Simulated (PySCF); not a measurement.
# Mayer bond orders and bond lengths

Species: CH12Si4.
Numbering: `[CH3:1][SiH2:2][SiH2:3][SiH2:4][SiH3:5]` (hydrogens: H6, H7, H8 on C1; H9, H10 on Si2; H11, H12 on Si3; H13, H14 on Si4; H15, H16, H17 on Si5)

Structure used (PBE0-D3(BJ)/def2-SVP), in Å, numbered top down from 1:
```xyz
17
CH12Si4 angstrom
C      1.7867    1.5234   -0.1710
Si     2.0127   -0.2800    0.3271
Si     0.1146   -1.0740    1.4607
Si    -1.6609   -1.3876   -0.0405
Si    -2.1494    0.6200   -1.1521
H      1.5592    2.1438    0.7090
H      2.7037    1.9128   -0.6392
H      0.9622    1.6335   -0.8912
H      3.2117   -0.4285    1.2125
H      2.2328   -1.1345   -0.8837
H     -0.3045   -0.0688    2.4917
H      0.4099   -2.3649    2.1614
H     -1.2707   -2.4193   -1.0543
H     -2.8853   -1.8707    0.6744
H     -2.2547    1.7391   -0.1647
H     -1.0508    0.9456   -2.1146
H     -3.4328    0.5251   -1.9134
```

Bond orders from the PBE0/pcSseg-1 density (PySCF). The structure is a single PBE0-D3(BJ)/def2-SVP conformer in the gas phase; no vibrational or solvent corrections.

Where do the orders between heavy atoms depart from those drawn in the SMILES?

The largest departure is 0.119, at Si3–Si4 (drawn single, 0.881).

Set the Mayer orders of the bonds between heavy atoms beside their lengths.

| bond | drawn as | length (Å) | Mayer order |
| --- | --- | --- | --- |
| C1–Si2 | single | 1.885 | 0.949 |
| Si2–Si3 | single | 2.349 | 0.887 |
| Si3–Si4 | single | 2.346 | 0.881 |
| Si4–Si5 | single | 2.346 | 0.888 |

And the bonds to hydrogen?

C–H: 0.94 to 0.96 (3 bonds); H–Si: 0.91 to 0.94 (9 bonds).

Sum the orders of all bonds at each heavy atom with more than one neighbour and set the sums beside the valence in the SMILES.

C1 3.804 (drawn 4), Si2 3.700 (drawn 4), Si3 3.611 (drawn 4), Si4 3.610 (drawn 4), Si5 3.671 (drawn 4). Orders between atoms that aren't bonded are not in these sums.

For a closed shell the Mayer order of atoms A and B is Σ (PS)μν (PS)νμ over the basis functions μ on A and ν on B, with P the density and S the overlap matrix.

The run behind these numbers computed NMR shieldings as well. The run took 62 s on one thread, Intel Xeon at 2.50 GHz (x86_64) (shared host), and the process peaked at 0.85 GiB of memory.
